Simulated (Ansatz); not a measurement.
`[OH][SnH3]` + `CNBF` → `FBN[CH2][SnH3]` + H₂O at 298.15 K and 1 bar (formal exchange of groups at the Sn–O bond).

Computed with Ansatz on PBE0-D4/def2-TZVP structures; ΔE is electronic, products minus reactants. CBS: MP2 limit from def2 TZ/QZ plus the TZ coupled-cluster correction, frozen cores. This one scheme is used for every species. Elements past krypton have def2 core potentials. For Sn outer-core shells are correlated without core-valence functions, which leaves a few kJ/mol of doubt a bond. One conformer a species, not always the lowest.

| species | CCSD(T)/CBS energy (Eh) | H − E (kJ/mol) | S (J/(mol·K)) |
| --- | --- | --- | --- |
| `[OH][SnH3]` | -291.59405 | 101.0 | 287.4 |
| `CNBF` | -220.44549 | 202.3 | 291.0 |
| `FBN[CH2][SnH3]` | -435.64520 | 235.9 | 375.9 |
| H₂O | -76.37941 | 66.4 | 188.7 |

H − E and S are ideal-gas, rigid-rotor, harmonic terms from PBE0-D4/def2-TZVP, for one conformer and one mirror image of each species. 1 Eh = 2625.50 kJ/mol, R = 8.31446 J/(mol·K).

Q: By hand: ΔE, ΔH, ΔS and ΔG.

A: ΔE = (-435.64520) + (-76.37941) − (-291.59405) − (-220.44549) = 0.01493 Eh = 39.2 kJ/mol. Δ(H − E) = 235.9 + 66.4 − 101.0 − 202.3 = -1.0, so ΔH = 38.2 kJ/mol. ΔS = 375.9 + 188.7 − 287.4 − 291.0 = -13.8 J/(mol·K). ΔG = 38.2 − 298.15 × (-13.8)/1000 = 42.3 kJ/mol.

Q: By hand: the equilibrium constant, and the temperature at which ΔG would vanish if ΔH and ΔS stayed fixed.

A: log₁₀ K = −ΔG/(RT ln 10) = -7.4. ΔH and −TΔS have one sign here, so there is no such temperature.

The number of gas molecules stays the same, so ΔS is small and ΔH decides. A doubt of 5 kJ/mol in ΔE shifts log₁₀ K by 0.9 here. Other conformers and mirror images would add mixing entropy, several J/(mol·K) or more a flexible species. Modes under 60 cm⁻¹, often nearly free rotors, make the harmonic entropy too high. These are equilibria of isolated gas molecules and say nothing of rates. Largest T1 diagnostic: 0.014 (customary marks: 0.02 for closed shells, 0.045 for open ones).
